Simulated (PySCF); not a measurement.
```xyz
4
charge -1 multiplicity 3, angstrom
Rh    0.0000    0.0000    0.0000
S     2.1350    0.0000    0.0000
S    -1.0675    1.8490    0.0000
S    -1.0675   -1.8490    0.0000
```

Method: PySCF, UPBE, basis Rh def2-SVPD with ECP28, S def2-SVPD (scalar-relativistic core potentials, no spin–orbit coupling, density fitting).

This geometry of RhS₃⁻ is a stationary point at this level.

Q: What is the point group?

A: D3h.

Q: Is it a minimum?

A: Yes: all harmonic wavenumbers are real.

Q: Which band is strongest in the infrared?

A: 469 cm⁻¹ (e'), 116 km/mol.

Q: Give the atomic charges and bond orders.

A: 
```json
{"atom": "Rh1", "Mulliken": "0.51", "Löwdin": "-0.75", "polar tensor": "0.39", "spin (Mulliken)": "0.71", "Mayer order to Rh1": "–"}
{"atom": "S2,3,4", "Mulliken": "-0.50", "Löwdin": "-0.08", "polar tensor": "-0.46", "spin (Mulliken)": "0.43", "Mayer order to Rh1": "1.26"}
```
Other Mayer orders above 0.3: S–S 0.41 (×3).

Q: Give the ideal-gas entropy at 298.15 K and 1 bar by parts.

A: translation 174.9, rotation 103.7, vibration 47.6, spin 9.1; total 335.3 J/(mol K).

This need not be the most stable arrangement of these atoms. With open d or f shells other occupations or spin states may lie lower.
